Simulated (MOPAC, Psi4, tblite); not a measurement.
Approach curve of the dimer C3H8 ··· H3Al (SMILES CCC and [AlH3]), singlet. Monomers: optimised at B3LYP-D3(BJ) (def2-TZVP), held rigid. Orientation: lowest of the rigid-body minima from ten starts at GFN2-xTB. The monomers approach along the line of their centres of mass (distance R); nothing else relaxes.

- PM7, restricted, heats of formation (MOPAC)
- AM1, restricted, heats of formation (MOPAC)
- GFN2-xTB (tblite)
- SAPT0/jun-cc-pVDZ, frozen core (Psi4)

Interaction energies in kJ/mol; the last columns give the difference from SAPT0:

```json
[
 {"R / Å": "2.34", "PM7": "-158.20", "AM1": "46.12", "GFN2-xTB": "-7.81", "SAPT0/jun-cc-pVDZ": "79.46", "PM7 − SAPT0/jun-cc-pVDZ": "-237.65", "AM1 − SAPT0/jun-cc-pVDZ": "-33.34", "GFN2-xTB − SAPT0/jun-cc-pVDZ": "-87.27"},
 {"R / Å": "2.47", "PM7": "-148.43", "AM1": "18.52", "GFN2-xTB": "-24.32", "SAPT0/jun-cc-pVDZ": "51.18", "PM7 − SAPT0/jun-cc-pVDZ": "-199.61", "AM1 − SAPT0/jun-cc-pVDZ": "-32.66", "GFN2-xTB − SAPT0/jun-cc-pVDZ": "-75.49"},
 {"R / Å": "2.73", "PM7": "-107.06", "AM1": "-6.72", "GFN2-xTB": "-38.21", "SAPT0/jun-cc-pVDZ": "18.04", "PM7 − SAPT0/jun-cc-pVDZ": "-125.10", "AM1 − SAPT0/jun-cc-pVDZ": "-24.77", "GFN2-xTB − SAPT0/jun-cc-pVDZ": "-56.25"},
 {"R / Å": "2.90", "PM7": "-79.60", "AM1": "-11.40", "GFN2-xTB": "-39.47", "SAPT0/jun-cc-pVDZ": "7.03", "PM7 − SAPT0/jun-cc-pVDZ": "-86.63", "AM1 − SAPT0/jun-cc-pVDZ": "-18.43", "GFN2-xTB − SAPT0/jun-cc-pVDZ": "-46.49"},
 {"R / Å": "3.13", "PM7": "-50.15", "AM1": "-8.88", "GFN2-xTB": "-36.13", "SAPT0/jun-cc-pVDZ": "-0.46", "PM7 − SAPT0/jun-cc-pVDZ": "-49.69", "AM1 − SAPT0/jun-cc-pVDZ": "-8.42", "GFN2-xTB − SAPT0/jun-cc-pVDZ": "-35.68"},
 {"R / Å": "3.27", "PM7": "-37.09", "AM1": "-5.89", "GFN2-xTB": "-32.65", "SAPT0/jun-cc-pVDZ": "-2.54", "PM7 − SAPT0/jun-cc-pVDZ": "-34.54", "AM1 − SAPT0/jun-cc-pVDZ": "-3.34", "GFN2-xTB − SAPT0/jun-cc-pVDZ": "-30.11"},
 {"R / Å": "3.62", "PM7": "-2.13", "AM1": "-0.60", "GFN2-xTB": "-23.18", "SAPT0/jun-cc-pVDZ": "-3.90", "PM7 − SAPT0/jun-cc-pVDZ": "1.78", "AM1 − SAPT0/jun-cc-pVDZ": "3.30", "GFN2-xTB − SAPT0/jun-cc-pVDZ": "-19.28"},
 {"R / Å": "3.92", "PM7": "-10.66", "AM1": "0.99", "GFN2-xTB": "-16.32", "SAPT0/jun-cc-pVDZ": "-3.35", "PM7 − SAPT0/jun-cc-pVDZ": "-7.31", "AM1 − SAPT0/jun-cc-pVDZ": "4.35", "GFN2-xTB − SAPT0/jun-cc-pVDZ": "-12.97"},
 {"R / Å": "4.43", "PM7": "-16.43", "AM1": "0.99", "GFN2-xTB": "-8.29", "SAPT0/jun-cc-pVDZ": "-1.99", "PM7 − SAPT0/jun-cc-pVDZ": "-14.44", "AM1 − SAPT0/jun-cc-pVDZ": "2.98", "GFN2-xTB − SAPT0/jun-cc-pVDZ": "-6.30"},
 {"R / Å": "5.12", "PM7": "-16.58", "AM1": "0.31", "GFN2-xTB": "-3.20", "SAPT0/jun-cc-pVDZ": "-0.85", "PM7 − SAPT0/jun-cc-pVDZ": "-15.74", "AM1 − SAPT0/jun-cc-pVDZ": "1.16", "GFN2-xTB − SAPT0/jun-cc-pVDZ": "-2.36"},
 {"R / Å": "6.09", "PM7": "-15.65", "AM1": "0.00", "GFN2-xTB": "-1.02", "SAPT0/jun-cc-pVDZ": "-0.26", "PM7 − SAPT0/jun-cc-pVDZ": "-15.39", "AM1 − SAPT0/jun-cc-pVDZ": "0.26", "GFN2-xTB − SAPT0/jun-cc-pVDZ": "-0.76"},
 {"R / Å": "7.38", "PM7": "-15.63", "AM1": "-0.02", "GFN2-xTB": "-0.31", "SAPT0/jun-cc-pVDZ": "-0.06", "PM7 − SAPT0/jun-cc-pVDZ": "-15.57", "AM1 − SAPT0/jun-cc-pVDZ": "0.04", "GFN2-xTB − SAPT0/jun-cc-pVDZ": "-0.25"}
]
```

PM7 is furthest from SAPT0/jun-cc-pVDZ at 2.34 (-237.65 kJ/mol, below); its mean absolute difference over the points is 66.95 kJ/mol.

AM1 is furthest from SAPT0/jun-cc-pVDZ at 2.34 (-33.34 kJ/mol, below); its mean absolute difference over the points is 11.09 kJ/mol.

GFN2-xTB is furthest from SAPT0/jun-cc-pVDZ at 2.34 (-87.27 kJ/mol, below); its mean absolute difference over the points is 31.10 kJ/mol.
